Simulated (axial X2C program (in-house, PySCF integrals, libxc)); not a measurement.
**Nuclear properties of InHf**

Computed with an in-house all-electron X2C program for linear molecules (integrals from PySCF): two-component X2C with atomic mean-field Coulomb and Gaunt terms, Gaussian nuclei, basis Hf dyall-cv3z, In dyall-cv3z with contracted cores.

R = 2.828 Å (near the PBE0 minimum at charge 0 of the determinant lowest at the starting distance; the state shown can have its own minimum elsewhere).

Determinant lowest in the PBE0 search, Ω = 3/2 (⟨Sz⟩ = 1.47, ⟨Lz⟩ = 0.03 at PBE0), spin on the atoms Hf 1.05, In 0.42:

```
    level  Eeff magnitude (GV/cm)  Ws magnitude Hf (kHz)  Ws magnitude In (kHz)  A∥/gI Hf (MHz)  qzz Hf (a.u.)  A∥/gI In (MHz)  qzz In (a.u.)  μ (D)
     PBE0                    15.6                   9.71                   1.44             -93          -5.15            -186          -2.34  -1.36
       HF                    89.4                   55.8                   2.65             219          -5.78            -352          -3.39  -1.10
    PBE50                    30.4                   18.5                      2            -140          -5.28            -215          -2.84  -1.40
      LDA                    1.81                   1.63                  0.849            92.2          -5.38            -116          -2.09  -1.39
BHandHLYP                    21.8                   13.6                   1.72            -107          -5.20            -159          -2.83  -1.48
```

Determinant 0.12 eV from it at PBE0 and this distance, Ω = 1/2 (⟨Sz⟩ = -1.47, ⟨Lz⟩ = 1.97 at PBE0), spin on the atoms Hf -1.15, In -0.32:

| level | Eeff magnitude (GV/cm) | Ws magnitude Hf (kHz) | A∥/gI Hf (MHz) | qzz Hf (a.u.) | A∥/gI In (MHz) | qzz In (a.u.) | μ (D) |
| --- | --- | --- | --- | --- | --- | --- | --- |
| PBE0 | 4.61 | 15 | 1050 | 0.83 | 672 | -0.41 | -0.71 |
| HF | 90.9 | 159 | 1660 | 0.82 | 706 | -0.20 | -0.12 |
| PBE50 | 19.5 | 41.6 | 1480 | 1.32 | 605 | -0.24 | -0.67 |
| LDA | 1.19 | 2.45 | 1220 | 0.30 | 696 | -0.31 | -0.72 |
| BHandHLYP | 15.4 | 32.3 | 1960 | 1.19 | 422 | -0.13 | -0.74 |

Eeff is the effective electric field on the electron electric dipole moment in this Ω state and Ws the scalar–pseudoscalar constant of the nucleus named (defined with the proton number Z and per Ω); A∥ (defined per Ω) follows by multiplying with gI = μI/(I μN); qzz is the electric field gradient, eQq0 = 234.96 MHz × Q/barn × qzz; μ is positive if the In end (last atom) is positive. The operators were transformed with the bare-nucleus X2C matrices; with these basis sets, hyperfine constants and field gradients can be off by tens of per cent, and where levels differ in sign neither size nor sign is settled.

Question: With Q(177Hf) = 3.365 barn, Q(115In) = 0.772 barn (Q from Pyykkö, Mol. Phys. 2018), turn the PBE0 values of the first state into constants in MHz.

Answer: eQq0(177Hf) = 234.96 × (3.365) × (-5.15) = -4070 MHz; eQq0(115In) = 234.96 × (0.772) × (-2.34) = -424 MHz.

Each state is one determinant with collinear spin, which with several unpaired electrons need not be a pure state. Unrestricted Hartree–Fock can overshoot spin polarisation at the nuclei. In the state Ω = 1/2 the sign of Eeff differs between levels (LDA against PBE0). This is the top spin component of a Σ state; components of lower Ω are not single determinants and can lie lower. With several open shells hyperfine constants can be off by a factor of several. Where Eeff spreads by more than a factor of two the levels disagree and none is to be relied on. At HF a later determinant lies lower. States lie within half an eV, so the first need not be the ground state. The sign of Ws at In differs between levels in the second state. Where a field gradient or hyperfine factor spreads by more than a factor of two over the levels, a constant derived from it is not to be relied on. PBE0 term energies can be off by some tenths of an eV.
